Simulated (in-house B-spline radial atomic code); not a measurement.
Configurations of the tin ion Sn⁴⁺, with energies counted from [Kr] 4d10. Computed with a radial B-spline atomic code at the basis-set limit: non-relativistic OLYP, spin-polarised, spherical fractional occupations, point nucleus. Shells without spins written out take the highest spin.

Occupations are held fixed; configurations that lie above the ionisation limit could autoionise.

| configuration | E - E(ref) (eV) | highest orbital | its <r> (bohr) |
| --- | --- | --- | --- |
| [Ar] 3d10 4s2 4p(3 up, 2 down) 4d10 5p(1 up, 0 down) | 96.293 | 5p up | 2.287 |
| [Ar] 3d10 4s2 4p5 4d10 5d1 | 109.64 | 5d up | 2.955 |
| [Ar] 3d10 4s2 4p(3 up, 2 down) 4d10 5d(0 up, 1 down) | 109.72 | 5d down | 2.961 |
| [Ar] 3d10 4s2 4p5 4d10 4f1 | 114.26 | 4f up | 2.464 |
| [Ar] 3d9 4s2 4p6 4d10 5s1 | 494.2 | 5s up | 2.034 |

Order these further configurations by energy, lowest first.
A. [Ar] 3d10 4s2 4p(2 up, 3 down) 4d10 5s(0 up, 1 down)
B. [Kr] 4d9 5p1
C. [Kr] 4d9 5d1
D. [Ar] 3d9 4s2 4p6 4d10 5d1
E. [Ar] 3d(4 up, 5 down) 4s2 4p6 4d10 4f(0 up, 1 down)

B (34.661 eV), C (47.979 eV), A (87.074 eV), D (516.78 eV), E (521.73 eV).

How far above the reference does [Kr] 4d9 4f1 lie?

52.676 eV; its least bound orbital is 4f up with <r> = 2.503 bohr.
